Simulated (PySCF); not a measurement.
Relaxation of quartet [ReH5]-

All numbers come from UPBE0 in PySCF with Re def2-TZVPD with ECP60, H def2-TZVPD; scalar-relativistic core potentials, no spin–orbit coupling; density-fitted integrals. A (50,194) grid was used.

A start at or just off a symmetric point, pushed along the force that breaks its symmetry, of C2v symmetry, free to break it:

Coordinates in bohr (charge -1 multiplicity 4):
```
Re    0.0006    0.0000    0.0000
H    -0.0045    0.0000    3.3637
H    -0.0045    0.0000   -3.3637
H     3.2963    0.0001    0.0000
H    -1.6962    2.6902    0.0000
H    -1.6961   -2.6902    0.0000
```

Question: What does it relax to?

Answer: It ends at C2v with Re–H 1.693 Å (×2), Re–H 1.752 Å (×2), Re–H 1.755 Å; H–Re–H 75.8° (×2), H–Re–H 80.8°, H–Re–H 100.8° (×4), H–Re–H 139.6° (×2), H–Re–H 151.6°. A frequency run shows 3 imaginary modes, down to 485i cm⁻¹, so it is a higher-order saddle point. Other isomers or separated fragments may lie lower.

Question: How much energy is released, and in how many steps?

Answer: 38.5 kJ/mol in 12 steps.

Other spin states or occupations of the open shell can lie lower. No spin–orbit coupling is included, which matters more the heavier the element.
